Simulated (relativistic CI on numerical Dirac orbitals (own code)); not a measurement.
# Dy²⁺: 4f valence photoemission

Computed with this model: Dirac-Coulomb-Breit CI, separate exchange-only KLI orbitals for each configuration, model QED (radiative potential, 1s self-energy scaled to tabulated hydrogen-like ionisation energies), valence Slater integrals scaled by 0.8, multiplet model of photoemission in the sudden approximation; configurations [Xe] 4f10 → [Xe] 4f9; 300 K; Lorentzian 0.15 eV and Gaussian 0.3 eV FWHM. Energies are those of the free ion, without screening or charge transfer. The energies are binding energies and can lie tens of eV above those of solids. S is read from ⟨S²⟩ = S(S + 1).

free ion: ground-state S = 1.94, centroid 21.26 eV. Peaks (eV, height): 19.2 (67), 20.2 (33), 21.9 (100), 22.6 (22).

Strongest unbroadened transitions for free ion:

| Energy (eV) | Relative strength |
| --- | --- |
| 19.20 | 100.0 |
| 19.64 | 29.4 |
| 19.92 | 11.6 |
| 20.23 | 35.7 |
| 20.36 | 10.7 |
| 21.56 | 30.8 |
| 21.59 | 12.3 |
| 21.84 | 62.4 |
| 21.86 | 21.2 |
| 21.97 | 35.9 |
| 22.01 | 38.5 |
| 22.04 | 4.7 |
| 22.48 | 9.8 |
| 22.63 | 18.2 |
| 23.00 | 6.5 |
| 23.95 | 5.3 |
| 25.82 | 5.0 |
| 28.36 | 5.1 |
